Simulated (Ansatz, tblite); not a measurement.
Cost and result up the ladder for Hf2(OH)8 (Hf₂O₈H₈) (18 atoms). Charge 0, multiplicity 1. Geometry: PBE-D4/def2-SVP.

```xyz
18

Hf    1.614   -0.783   -0.355
O     1.487   -1.840   -2.023
O     3.119    0.370   -0.830
O     2.255   -1.924    1.090
O     0.583    0.959    0.482
Hf   -1.588    0.714    0.535
O    -1.772    2.657    0.627
O    -2.952    0.333   -0.844
O    -2.191    0.052    2.266
O    -0.549   -1.015   -0.298
H     2.074   -1.973   -2.782
H     3.738    1.023   -1.176
H     2.527   -2.817    1.342
H     1.035    1.776    0.751
H    -1.810    3.619    0.575
H    -3.672    0.849   -1.236
H    -2.900   -0.366    2.773
H    -0.997   -1.635   -0.901
```

Ansatz on 2 threads of AMD EPYC 7R13 on a shared host and a share (18 GiB) of an NVIDIA H100 80GB HBM3; xTB runs through tblite on one thread. Times are rough, summed over both states, and most runs start from the orbitals of an earlier one. ωB97M-V/def2-TZVP serves as the yardstick here, not as an exact answer. The other state is a doublet.

In the def2 sets Hf takes a core potential; there is no spin–orbit coupling. The xTB rows come from tblite. HOMO above LUMO, or a gap near zero within one spin, warns that the state may not be the lowest or that an electron is smeared out.

Raw xTB energies of ions are shifted by several eV.

```
                          level  functions  wall time  vertical IE (eV)  difference from ωB97M-V/def2-TZVP (eV)                                     remarks
                       GFN2-xTB         58    0.048 s             13.26                                    2.60                                           –
                       GFN1-xTB         66    0.062 s             14.48                                    3.82                                           –
 PBE-D4/def2-TZVP (with forces)        376       13 s              8.82                                   -1.84  gap within one spin near zero (+1 doublet)
              PBE0-D4/def2-TZVP        376       15 s              9.80                                   -0.86                                           –
ωB97M-V/def2-TZVP (with forces)        376       36 s             10.66                                    0.00                                           –
```
